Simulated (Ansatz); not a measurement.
Basis-set extrapolation for C$_{3}$H$_{8}$BNSi (`BC1=NC([SiH3])C1`) (PBE0-D4/def2-TZVP geometry, frozen core, Ansatz). Multiplicity 1, RHF reference.

```json
{"": "HF", "def2-TZVPP": "-486.325494", "def2-QZVPP": "-486.343284"}
{"": "MP2 correlation", "def2-TZVPP": "-0.910409", "def2-QZVPP": "-0.969752"}
{"": "CCSD(T) correlation", "def2-TZVPP": "-1.008507", "def2-QZVPP": "not run"}
```

Energies in hartree. Use E(X) = E(∞) + A·exp(−7.88·√X) for Hartree–Fock and E(X) = E(∞) + B·X^(−2.97) for correlation, with X = 3 and 4, and add CCSD(T) minus MP2 of the smaller set to the MP2 limit.

Task: What is the CCSD(T) energy at the basis-set limit?

Result: HF limit: -486.343284 + (-0.017790) × 0.13774 = -486.34573. MP2 limit: -0.969752 + (-0.059343) × 0.74074 = -1.01371. Higher-order term: -1.008507 − (-0.910409) = -0.09810. Total: -487.45754 hartree, 3.36 eV below CCSD(T)/def2-TZVPP.
